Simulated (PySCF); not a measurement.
## Structure from 2D NMR

Compound of formula C5H5Cl3Si. Correlations simulated from computed shifts and the bond graph:

HSQC (one-bond C–H):
| δH | δC |
| --- | --- |
| 7.60 | 157.1 |
| 6.68 | 133.2 |
| 6.44 | 136.2 |

COSY cross peaks (H two or three bonds apart, from the bond graph; peaks can be absent where the dihedral angle is near 90°):
| δH | δH |
| --- | --- |
| 7.60 | 6.44 |
| 6.68 | 4.76 |
| 6.44 | 4.76 |

HMBC (two and three bonds, from the bond graph):
| δH | δC |
| --- | --- |
| 7.60 | 166.4, 136.2, 133.2, 119.5 |
| 6.68 | 166.4, 157.1, 136.2, 119.5 |
| 6.44 | 166.4, 157.1, 133.2 |
| 4.76 | 166.4, 157.1, 136.2, 133.2 |

Carbons without hydrogens: δ 166.4, 119.5.

[PySCF: shieldings: GIAO PBE0/pcSseg-1; geometry: GFN2-xTB; isolated molecule; no relativistic terms; single conformer; rapidly exchanging positions averaged]

Shifts are taken against calculated references (same method and geometry level): ¹H (σ = 31.72 ppm), ¹³C (σ = 186.93 ppm) vs TMS.

Exchangeable hydrogens are left out of these lists.

Problem. Assemble the structure.

Solution. SMILES ClC(Cl)(Cl)C1=C[SiH2]C=C1.

Structure with atom numbers: `[Cl:1][C:2]([Cl:3])([Cl:4])[C:5]1=[CH:6][SiH2:7][CH:8]=[CH:9]1`. Hydrogens are named by the atom that carries them.

- δC 166.4 is C5, a fully substituted alkene carbon.
- δC 157.1 is C9, an alkene CH (δH 7.60).
- δC 136.2 is C8, an alkene CH (δH 6.44).
- δC 133.2 is C6, an alkene CH (δH 6.68).
- δC 119.5 is C2, an allylic fully substituted sp3 carbon bonded to 3 Cl.
- HMBC from δH 7.60 reaches the proton-free carbons C5, C2.
- HMBC from δH 6.68 reaches the proton-free carbons C5, C2.
- HMBC from δH 6.44 reaches the proton-free carbon C5.
- HMBC from δH 4.76 reaches the proton-free carbon C5.
- COSY links 7.60–6.44, 6.68–4.76, 6.44–4.76.

The data come from this structure; uniqueness wasn't tested.

Carbons that carry Cl, above all several Cl atoms, come out too deshielded, partly because spin–orbit coupling is missing. Shifts are as computed. Against solution values, carbons near 30 ppm lie about +3 ppm off and those near 130 ppm about +5 ppm; carbons on Cl a further +6 ppm. Of 1211 compounds with measured shifts, 218 miss one by over three times the rms of a fit or turn the order of signals round; such compounds aren't used in these exercises.
